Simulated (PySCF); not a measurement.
**Zr: ionisation energy**

Zr [Kr] 4d2 5s2 (3F) → Zr⁺ [Kr] 4d2 5s1 (4F), as a difference of total energies. All numbers are calculated (PySCF 2.14, a scalar-relativistic core potential, in aug-cc-pVDZ-PP with ECP28MDF (5s5p4d2f, 54 functions)). Correlated levels: valence: 4s2 4p6 frozen. The calculations carry no spin-orbit coupling.

```json
{"method": "UHF", "ionisation energy (eV)": "5.219"}
{"method": "PBE", "ionisation energy (eV)": "6.462"}
{"method": "M06-L", "ionisation energy (eV)": "6.808"}
{"method": "MP2 (valence)", "ionisation energy (eV)": "6.080"}
{"method": "SCS-MP2 (valence)", "ionisation energy (eV)": "6.252"}
```

Question: How much does correlation contribute at MP2 (valence)?

Answer: 6.080 − (5.219) = 0.861 eV, measured against UHF.

Errors of the correlated levels include the incompleteness of this basis and the frozen core.

MP2 underrates the near-degeneracy of ns² with np² in the lower species.

For comparison: 6.639 eV (measured; NIST levels, between the centres of gravity of the two terms).
